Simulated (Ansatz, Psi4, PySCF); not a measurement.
Pair of molecules: dimethyl selenide (SMILES C[Se]C) (first 9 atoms) with HF (SMILES F); geometry from B3LYP-D3(BJ)/def2-TZVP, rigid monomers moved along the line of their centres of mass till Se2···H11 is 2.59 Å.
(charge 0, multiplicity 1):
```tsv
atom	x (Å)	y (Å)	z (Å)
C	-1.3893	-0.9503	0.9030
Se	-0.0916	0.4721	0.5250
C	1.3713	-0.6904	-0.0739
H	-0.9803	-1.6266	1.6494
H	-2.2823	-0.4680	1.2935
H	-1.6288	-1.4817	-0.0148
H	1.6367	-1.3804	0.7232
H	2.2170	-0.0445	-0.2980
H	1.0700	-1.2275	-0.9698
F	1.1053	-0.1192	3.7638
H	0.7852	0.2540	2.9526
```

Interaction energies are E(AB) − E(A) − E(B) at the monomers' geometry in the complex; basis-set methods are counterpoise corrected. Rows marked so take none.

Correlated levels freeze the cores. Filled d and f shells under p-block atoms count as core. Rows in 3-21G, 6-31G* carry no dispersion term and start afresh at each structure (6-31G* with six Cartesian d functions); the Pople sets are all-electron and without relativity. MP2/6-31G* freezes PySCF's default core, which leaves 3d correlated.

Run with Ansatz (Gaussian orbitals); Psi4 for SAPT; PySCF for 3-21G rows, 6-31G* rows, the dispersion terms. 

```json
[
 {"level": "HF/3-21G (no counterpoise)", "interaction energy (meV)": "-244.8"},
 {"level": "HF/6-31G* (no counterpoise)", "interaction energy (meV)": "-237.2"},
 {"level": "PBE-D3(BJ)/def2-TZVPPD", "interaction energy (meV)": "-362.2"},
 {"level": "PBE-D4/def2-TZVPPD", "interaction energy (meV)": "-355.9"},
 {"level": "BP86/6-31G* (no counterpoise)", "interaction energy (meV)": "-309.8"},
 {"level": "M06-2X/6-31G* (no counterpoise)", "interaction energy (meV)": "-319.5"},
 {"level": "MP2/6-31G* (no counterpoise)", "interaction energy (meV)": "-298.5"},
 {"level": "CCSD/aug-cc-pVDZ", "interaction energy (meV)": "…"},
 {"level": "SAPT0/aug-cc-pVDZ", "interaction energy (meV)": "-306.4"}
]
```

### Question
Complete the blanks.

### Answer

- CCSD/aug-cc-pVDZ, interaction energy (meV): -263.0

Ansatz is a first-principles code.
